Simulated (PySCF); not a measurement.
Choosing a molecule for a target property.

Species are written as SMILES; each is one conformer at its optimised geometry, gas phase, non-relativistic unless stated. Electronic properties by PySCF.

The conformers computed, where there is a choice (atom-mapped SMILES and torsion angles):
- `[CH3:1][CH:2]([CH3:3])[CH2:4][C@@H:5]1[CH2:6][O:7][SiH2:8]1`: C1–C2–C4–C5 173°, C2–C4–C5–C6 -172°
- `[CH3:1][CH2:2][C@@H:3]([OH:4])[C@H:5]1[CH2:6][CH2:7][SiH2:8]1`: C1–C2–C3–O4 61°, C2–C3–C5–C6 77°, H–O4–C3–C2 61°
- `[CH:1]#[C:2][C@@H:3]([CH3:4])[Si@@H:5]([O:6][SiH3:7])[SiH2:8][PH2:9]`: C2–C3–Si5–O6 172°, C3–Si5–O6–Si7 45°, C3–Si5–Si8–P9 54°, H–P9–Si8–Si5 46°, H–P9–Si8–Si5 -46°
- `[CH3:1][CH2:2][CH:3]([CH2:4][CH3:5])[C:6](=[O:7])[SiH3:8]`: C1–C2–C3–C4 174°, C2–C3–C4–C5 -173°, C2–C3–C6–O7 -61°

Question: Wanted: HOMO energy between -7.5 eV and -6.8 eV (PBE0/pcSseg-1) and HOMO–LUMO gap below 7 eV (PBE0/pcSseg-1), at GFN2-xTB geometries. Which candidate meets both?
A. `C#C[C@@H](C)[Si@@H](O[SiH3])[SiH2]P`
B. `CCC(CC)C(=O)[SiH3]`
C. `[C@H]1(CO[SiH2]1)CC(C)C`
D. `CC[C@@H](O)[C@H]1CC[SiH2]1`

Answer: A. Computed values:
| species | HOMO energy | HOMO–LUMO gap |
| --- | --- | --- |
| [C@H]1(CO[SiH2]1)CC(C)C | -7.68 eV | 7.68 eV |
| CC[C@@H](O)[C@H]1CC[SiH2]1 | -7.38 eV | 7.88 eV |
| C#C[C@@H](C)[Si@@H](O[SiH3])[SiH2]P | -6.94 eV | 6.34 eV |
| CCC(CC)C(=O)[SiH3] | -6.70 eV | 5.49 eV |
